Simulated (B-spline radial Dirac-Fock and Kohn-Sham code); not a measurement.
# Auger parameter of manganese: the L3 level and its strongest L3-MM line

The computed values come from an atomic code on a B-spline grid: Dirac-Fock energy differences between relaxed states, corrected for Breit and QED terms. The modified Auger parameter α′ is the binding energy plus the kinetic energy of the Auger electron; it does not depend on the energy zero. For free ions it tends to fall with charge, since less charge screens the final holes.

| species | configuration | binding 2p3/2 (eV) | Auger line | kinetic (eV) | α′ (eV) |
| --- | --- | --- | --- | --- | --- |
| Mn | [Ar] 3d5 4s2 | 653.8 | M2M3 J=2 | 508.2 | 1162.0 |
| Mn | [Ar] 3d4 4s2 4p1 | 663.8 | M2M3 J=2 | 502.6 | 1166.4 |
| Mn | [Ar] 3d6 4s1 | 646.6 | M2M3 J=2 | 512.9 | 1159.5 |
| Mn⁺ | [Ar] 3d5 4s1 | 663.0 | M2M3 J=2 | 497.6 | 1160.5 |
| Mn⁺ (Watson 2.4 Å) | [Ar] 3d5 4s1 | 657.0 | M2M3 J=2 | 503.5 | 1160.6 |
| Mn²⁺ | [Ar] 3d5 | 673.6 | M2M3 J=2 | 486.0 | 1159.5 |
| Mn²⁺ | [Ar] 3d3 4s2 | 694.2 | M2M3 J=2 | 476.6 | 1170.8 |
| Mn²⁺ (Watson 2.7 Å) | [Ar] 3d5 | 662.9 | M2M3 J=2 | 496.6 | 1159.5 |
| Mn³⁺ | [Ar] 3d4 | 695.5 | M2M3 J=2 | 468.6 | 1164.1 |
| Mn³⁺ (Watson 2 Å) | [Ar] 3d4 | 673.9 | M2M3 J=2 | 490.2 | 1164.1 |
| Mn³⁺ (Watson 2.2 Å) | [Ar] 3d4 | 675.8 | M2M3 J=2 | 488.2 | 1164.1 |
| Mn⁴⁺ | [Ar] 3d3 | 720.5 | M2M3 J=2 | 450.5 | 1171.1 |
| Mn⁴⁺ | [Ar] 3d1 4s2 | 747.4 | M2M3 J=2 | 441.9 | 1189.3 |
| Mn⁴⁺ (Watson 2.4 Å) | [Ar] 3d3 | 696.5 | M2M3 J=2 | 474.5 | 1171.1 |
| Mn⁵⁺ | [Ar] 3d2 | 748.5 | M2M3 J=2 | 432.0 | 1180.4 |
| Mn⁶⁺ | [Ar] 3d1 | 779.1 | M2M3 J=2 | 413.0 | 1192.1 |
| Mn⁶⁺ (Watson 3 Å) | [Ar] 3d1 | 750.3 | M2M3 J=2 | 441.8 | 1192.1 |
| Mn⁷⁺ | [Ne] 3s2 3p6 | 812.4 | M3M3 J=2 | 398.2 | 1210.6 |
| Mn⁷⁺ (Watson 2.4 Å) | [Ne] 3s2 3p6 | 770.4 | M3M3 J=2 | 440.2 | 1210.6 |
